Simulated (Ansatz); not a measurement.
Frontier orbitals of C2H8OSi2, SMILES `C=C[SiH2]O[SiH3]`.

The species carries charge 0 and has multiplicity 1. Geometry: relaxed with PBE0-D4/def2-TZVP. It is one conformer, not always the lowest. Basis def2-TZVPP, Ansatz 0.2.0.

```
             functional  HOMO (eV)  LUMO (eV)  gap (eV)
            LDA (SPW92)      -7.01      -1.73      5.28
                    PBE      -6.88      -1.52      5.36
                 revPBE      -6.82      -1.43      5.39
                   PBE0      -8.01      -0.50      7.51
                  B3LYP      -7.77      -0.71      7.06
HSE06 (plane-wave form)      -7.60      -0.88      6.72
                  BHLYP      -8.96       0.63      9.59
                ωB97M-V     -10.25       1.61     11.86
```

A quarter of exact exchange (PBE0) shifts PBE's HOMO by −1.13 eV and its LUMO by +1.02 eV; full exchange at long range (ωB97M-V) shifts them by −3.37 and +3.12 eV. The gap opens from 5.36 to 11.85 eV, since occupied levels lose self-interaction and empty ones feel all the electrons. A positive LUMO is unbound and depends on the basis.

B3LYP here is the variant with VWN-RPA as its local correlation; programs differ in this.
